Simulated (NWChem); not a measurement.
System: C3H4BFO; SMILES C#CB(F)CO

Input file for NWChem:

```
start job
memory heap 200 mb stack 700 mb global 900 mb
geometry units angstroms
  C      1.414708     1.762211     0.898385
  C      0.951353     0.786555     0.365177
  B      0.292510    -0.415789    -0.281688
  F      1.034538    -1.317920    -0.901015
  C     -1.272091    -0.666703    -0.195210
  O     -2.067795     0.371166     0.358606
  H      1.840005     2.608552     1.356265
  H     -1.439515    -1.596014     0.379564
  H     -1.689324    -0.862718    -1.189223
  H     -1.561307     0.832518     1.034875
end
basis spherical
  * library def2-svp
end
dft
  xc xpbe96 cpbe96
  disp vdw 4
  iterations 150
end
driver
  maxiter 120
end
task dft optimize
task dft freq
```

Output (shortened):

```
             Northwest Computational Chemistry Package (NWChem) 7.3.0
             --------------------------------------------------------

 C1  symmetry detected

                             Geometry "geometry" -> ""
                             -------------------------

 Output coordinates in angstroms (scale by  1.889725989 to convert to a.u.)

  No.       Tag          Charge          X              Y              Z
 ---- ---------------- ---------- -------------- -------------- --------------
    1 C                    6.0000     1.28669453    -2.05795554    -0.00115278
    2 C                    6.0000     0.41269228    -1.22910262    -0.00716688
    3 B                    5.0000    -0.62819981    -0.12699415    -0.01349715
    4 F                    9.0000    -1.91345654    -0.43682989    -0.02484531
    5 C                    6.0000    -0.22990657     1.40784131     0.05018317
    6 O                    8.0000     1.14878925     1.72763739    -0.06795819
    7 H                    1.0000     2.03426549    -2.79819314     0.00211483
    8 H                    1.0000    -0.61726519     1.82400657     0.99822044
    9 H                    1.0000    -0.73486469     1.97307141    -0.74108122
   10 H                    1.0000     1.67277687     1.02175697     0.32432400

 Effective nuclear repulsion energy (a.u.)     192.8154612929

                                Z-matrix (autoz)
                                --------

 Units are Angstrom for bonds and degrees for angles

      Type          Name      I     J     K     L     M      Value
      ----------- --------  ----- ----- ----- ----- ----- ----------
    1 Stretch                  1     2                       1.20454
    2 Stretch                  1     7                       1.05206
    3 Stretch                  2     3                       1.51596
    4 Stretch                  3     4                       1.32212
    5 Stretch                  3     5                       1.58695
    6 Stretch                  5     6                       1.42022
    7 Stretch                  5     8                       1.10545
    8 Stretch                  5     9                       1.09570
    9 Stretch                  6    10                       0.96266
   10 Bend                     1     3     4               121.20797
   11 Bend                     1     3     5               120.65200
   12 Bend                     2     3     4               119.81098
   13 Bend                     2     3     5               122.04818
   14 Bend                     3     5     6               117.26345
   15 Bend                     3     5     8               108.09372
   16 Bend                     3     5     9               110.74910
   17 Bend                     4     3     5               118.09774
   18 Bend                     5     6    10               109.23166
   19 Bend                     6     5     8               109.07058
   20 Bend                     6     5     9               105.73257
   21 Bend                     7     3     4               121.35334
   22 Bend                     7     3     5               120.50775
   23 Bend                     8     5     9               105.28551
   24 Torsion                  2     3     5     6           8.28953
   25 Torsion                  2     3     5     8        -115.42540
   26 Torsion                  2     3     5     9         129.71725
   27 Torsion                  3     5     6    10         -32.59619
   28 Torsion                  1     2     4     3         179.94363
   29 Torsion                  4     3     5     6        -174.10431
   30 Torsion                  4     3     5     8          62.18076
   31 Torsion                  4     3     5     9         -52.67659
   32 Torsion                  1     2     5     3         179.79648
   33 Torsion                  3     4     1     7        -179.71977
   34 Torsion                  3     5     1     7         179.70818
   35 Torsion                  6     5     3     7           8.19779
   36 Torsion                  7     3     5     8        -115.51713
   37 Torsion                  7     3     5     9         129.62551
   38 Torsion                  8     5     6    10          90.62192
   39 Torsion                  9     5     6    10        -156.59892

  pbe96 is a nonlocal functional; adding pw91lda local functional.

                           NWChem Geometry Optimization
                           ----------------------------

 maximum gradient threshold         (gmax) =   0.000450
 rms gradient threshold             (grms) =   0.000300
 maximum cartesian step threshold   (xmax) =   0.001800
 rms cartesian step threshold       (xrms) =   0.001200
 fixed trust radius                (trust) =   0.300000
 source of zmatrix                         =   autoz

          -------------------
          Energy Minimization
          -------------------

 Using diagonal initial Hessian
 Scaling for Hessian diagonals: bonds = 1.00  angles = 0.25  torsions = 0.10

          --------
          Step   0

                                 NWChem DFT Module
                                 -----------------

 Summary of "ao basis" -> "ao basis" (spherical)
 ------------------------------------------------------------------------------
       Tag                 Description            Shells   Functions and Types
 ---------------- ------------------------------  ------  ---------------------
 C                          def2-svp                 6       14   3s2p1d
 B                          def2-svp                 6       14   3s2p1d
 F                          def2-svp                 6       14   3s2p1d
 O                          def2-svp                 6       14   3s2p1d
 H                          def2-svp                 3        5   2s1p

[...]

      ----------------------
      Optimization converged
      ----------------------

  Step       Energy      Delta E   Gmax     Grms     Xrms     Xmax
  ---- ---------------- -------- -------- -------- -------- --------
@   26    -316.02833067 -3.3D-08  0.00005  0.00001  0.00020  0.00055
                                     ok       ok       ok       ok

                                Z-matrix (autoz)
                                --------

 Units are Angstrom for bonds and degrees for angles

[...]

 Rotational Constants
 --------------------
 A=   0.127135 cm-1  (  0.182914 K)
 B=   0.107349 cm-1  (  0.154447 K)
 C=   0.058905 cm-1  (  0.084749 K)

 Temperature                      =   298.15K
 frequency scaling parameter      =   1.0000

 Zero-Point correction to Energy  =   40.828 kcal/mol  (  0.065064 au)
 Thermal correction to Energy     =   45.432 kcal/mol  (  0.072401 au)
 Thermal correction to Enthalpy   =   46.024 kcal/mol  (  0.073345 au)

 Total Entropy                    =   83.934 cal/mol-K
   - Translational                =   39.252 cal/mol-K (mol. weight =  86.0339)
   - Rotational                   =   27.086 cal/mol-K (symmetry #  =        1)
   - Vibrational                  =   17.596 cal/mol-K

 Cv (constant volume heat capacity) =   24.036 cal/mol-K
   - Translational                  =    2.979 cal/mol-K
   - Rotational                     =    2.979 cal/mol-K
   - Vibrational                    =   18.077 cal/mol-K

[normal modes left out]

 ----------------------------------------------------------------------------
 Normal Eigenvalue ||           Projected Infra Red Intensities
  Mode   [cm**-1]  || [atomic units] [(debye/angs)**2] [(KM/mol)] [arbitrary]
 ------ ---------- || -------------- ----------------- ---------- -----------
    1       -0.000 ||    0.000180           0.004         0.175       0.048
    2        0.000 ||    0.000184           0.004         0.179       0.049
    3        0.000 ||    0.000759           0.018         0.740       0.204
    4        0.000 ||    0.000171           0.004         0.167       0.046
    5        0.000 ||    0.000108           0.002         0.105       0.029
    6        0.000 ||    0.000147           0.003         0.144       0.040
    7       65.303 ||    0.012443           0.287        12.130       3.347
    8      109.242 ||    0.000506           0.012         0.493       0.136
    9      190.523 ||    0.070654           1.630        68.877      19.008
   10      206.176 ||    0.000117           0.003         0.114       0.031
   11      242.847 ||    0.009113           0.210         8.884       2.452
   12      389.448 ||    0.009452           0.218         9.214       2.543
   13      421.428 ||    0.007757           0.179         7.562       2.087
   14      534.476 ||    0.003499           0.081         3.411       0.941
   15      637.080 ||    0.004463           0.103         4.350       1.201
   16      678.725 ||    0.037879           0.874        36.926      10.190
   17      738.383 ||    0.025527           0.589        24.885       6.867
   18      791.624 ||    0.031887           0.736        31.085       8.578
   19     1047.328 ||    0.165331           3.814       161.173      44.478
   20     1130.487 ||    0.070987           1.638        69.201      19.097
   21     1180.454 ||    0.022129           0.511        21.573       5.953
   22     1218.579 ||    0.126579           2.920       123.395      34.053
   23     1306.102 ||    0.206160           4.756       200.975      55.462
   24     1353.515 ||    0.049526           1.143        48.280      13.324
   25     1402.043 ||    0.002468           0.057         2.406       0.664
   26     2106.274 ||    0.094815           2.187        92.430      25.507
   27     2831.496 ||    0.044711           1.032        43.586      12.028
   28     2938.097 ||    0.019169           0.442        18.687       5.157
   29     3387.858 ||    0.048475           1.118        47.256      13.041
   30     3665.827 ||    0.049947           1.152        48.691      13.437
 ----------------------------------------------------------------------------
```

Level: PBE-D3(BJ)/def2-SVP.
